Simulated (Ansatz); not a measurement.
A structure relaxed at PBE-D4/def2-SVP in Ansatz, charge 1, doublet:

```csv
atom,x (Å),y (Å),z (Å)
Cd1,-4.5916,0.7467,-0.7498
Cd2,-1.7730,0.2276,-0.6115
Cd3,0.8670,0.6764,1.6791
Cd4,1.2902,-1.9377,-1.4197
Cd5,1.0989,1.4341,-1.8090
Cd6,2.7068,-2.1204,2.7455
Cd7,-4.3789,3.7468,0.5116
Cd8,-2.7847,1.6382,3.0081
Cd9,2.6324,3.2313,-3.5660
Te10,-0.4330,-3.4910,0.4599
Te11,2.0485,-4.7936,0.8600
Te12,-0.8936,3.0830,-0.4396
Te13,-1.3962,-1.1287,1.9062
Te14,3.1008,-4.1924,-1.5626
Te15,2.9270,0.0696,-0.0925
Te16,-0.5634,-0.5346,-3.0394
Te17,0.1429,3.3447,2.1196
```

Question: Give its formula.

Answer: the cluster Cd9Te8⁺.

Question: Summarise the bond lengths by kind (pairs closer than 1.2 times the sum of covalent radii, bridged metal pairs left out).

Answer: 15 × Cd–Te 2.78 to 3.34 Å; 4 × Te–Te 2.71 to 2.93 Å; 3 × Cd–Cd 2.87 to 3.26 Å.

In the def2 sets Cd, Te take a core potential; there is no spin–orbit coupling. Single mean-field runs in def2-SVP are fitted with def2-universal-jkfit. Another isomer (doublet) lies 2.65 eV lower at PBE0-D4/def2-SVP; other spin states weren't run for this one.
